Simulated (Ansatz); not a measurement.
Geometry optimisation, RKS PBE-D4/def2-SVP (Ansatz).

Input file:

```yaml
crystal:
  periodic: [false, false, false]
  atoms:
    - { symbol: O, position_ang: [-0.2093, 1.7162, -0.8174] }
    - { symbol: Ga, position_ang: [-0.7952, 0.2573, -0.6277] }
    - { symbol: Si, position_ang: [-2.46282, -0.13463, -1.55436] }
    - { symbol: Cl, position_ang: [-0.73271, -0.38704, 0.25059] }
    - { symbol: H, position_ang: [0.3859, 2.3525, -0.3878] }
    - { symbol: H, position_ang: [-1.79931, 0.00857, -2.87221] }
    - { symbol: H, position_ang: [-3.22867, 1.15151, -1.29069] }
    - { symbol: H, position_ang: [-3.45699, -1.19642, -1.61038] }
basis:
  gaussian: { orbitals: def2-SVP }
hamiltonian:
  xc: pbe
  dispersion: d4
relax:
  f_tol: 0.015
  max_steps: 40
output:
  orbitals: {}
```

Command:

```bash
$ ansatz run input.yaml --threads 2 --pin off --max-ram 3072MiB --backend cpu --events-out ev --progress --plain --runs-dir out
```

Question: Where does it end, and by what steps?

Answer: The forces met the threshold. After 12 steps the energy has fallen by 69.575 eV; Cl4 moved furthest, 1.10 Å. The start is strongly strained (largest force component 222 eV/Å), so its close contacts needn't be bonds. Parted: Si3–Cl4.

```json
{"step": "0", "energy less start (eV)": "0.0000", "largest force component (eV/Å)": "222.348", "accepted": "yes"}
{"step": "1", "energy less start (eV)": "-50.6375", "largest force component (eV/Å)": "53.136", "accepted": "yes"}
{"step": "2", "energy less start (eV)": "-61.3668", "largest force component (eV/Å)": "25.518", "accepted": "yes"}
{"step": "3", "energy less start (eV)": "-66.2516", "largest force component (eV/Å)": "10.391", "accepted": "yes"}
{"step": "4", "energy less start (eV)": "-68.1896", "largest force component (eV/Å)": "3.475", "accepted": "yes"}
{"step": "5", "energy less start (eV)": "-68.9913", "largest force component (eV/Å)": "0.947", "accepted": "yes"}
{"step": "6", "energy less start (eV)": "-69.3647", "largest force component (eV/Å)": "0.749", "accepted": "yes"}
{"step": "7", "energy less start (eV)": "-69.5040", "largest force component (eV/Å)": "0.434", "accepted": "yes"}
{"step": "8", "energy less start (eV)": "-69.5406", "largest force component (eV/Å)": "0.978", "accepted": "yes"}
{"step": "9", "energy less start (eV)": "-69.5364", "largest force component (eV/Å)": "0.503", "accepted": "no"}
{"step": "10", "energy less start (eV)": "-69.5702", "largest force component (eV/Å)": "0.100", "accepted": "yes"}
{"step": "11", "energy less start (eV)": "-69.5743", "largest force component (eV/Å)": "0.032", "accepted": "yes"}
{"step": "12", "energy less start (eV)": "-69.5746", "largest force component (eV/Å)": "0.008", "accepted": "yes"}
```

```xyz
8
Properties=species:S:1:pos:R:3
O 0.121 2.011 -0.824
Ga -0.877 0.544 -0.524
Si -2.743 0.010 -1.927
Cl -0.229 -0.629 1.197
H 0.840 2.108 -0.170
H -2.325 0.074 -3.370
H -3.836 1.016 -1.687
H -3.250 -1.367 -1.605
```

Run time: 14 s on 2 threads of Intel(R) Xeon(R) 6975P-C (Granite Rapids) (shared host), peak memory 0.17 GiB.
